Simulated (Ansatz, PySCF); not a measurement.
This Ansatz (a program for electronic structure) input computes a CAM-B3LYP/def2-TZVPD energy:

Ansatz 0.2 input:
```yaml
crystal:
  periodic: [false, false, false]
  atoms:
    - {symbol: N, position_ang: [-0.00000000, -0.00000000, -0.90472069]}
    - {symbol: P, position_ang: [0.00000000, 0.00000000, 0.55016401]}
    - {symbol: H, position_ang: [-0.00000000, -0.00000000, -1.91941528]}
basis:
  gaussian:
    orbitals: def2-TZVPD
hamiltonian:
  xc: {name: CAM-B3LYP}
total_charge: 1
output: {forces: true}
```

Task: Write an input for the same energy in PySCF and say what it gives.

Result: 
```python
from pyscf import gto, scf, dft

mol = gto.M(
    atom='''
    N    -0.00000000   -0.00000000   -0.90472069
    P     0.00000000    0.00000000    0.55016401
    H    -0.00000000   -0.00000000   -1.91941528
    ''',
    basis='def2-tzvpd',
    charge=1,
    spin=0,
    verbose=4,
)

mf = dft.RKS(mol, xc='camb3lyp').density_fit(auxbasis='def2-universal-jkfit')
mf.grids.level = 3
mf.conv_tol = 1e-9
mf.max_cycle = 100
mf.max_memory = 1500
mf.kernel()
if not mf.converged:
    mf = mf.newton()
    mf.kernel(mf.make_rdm1())
mf.analyze()
```
It gives -396.39569 Eh, and Ansatz -396.39568 Eh, a difference of 0.01 mEh.

It need not be the lowest isomer of its formula.
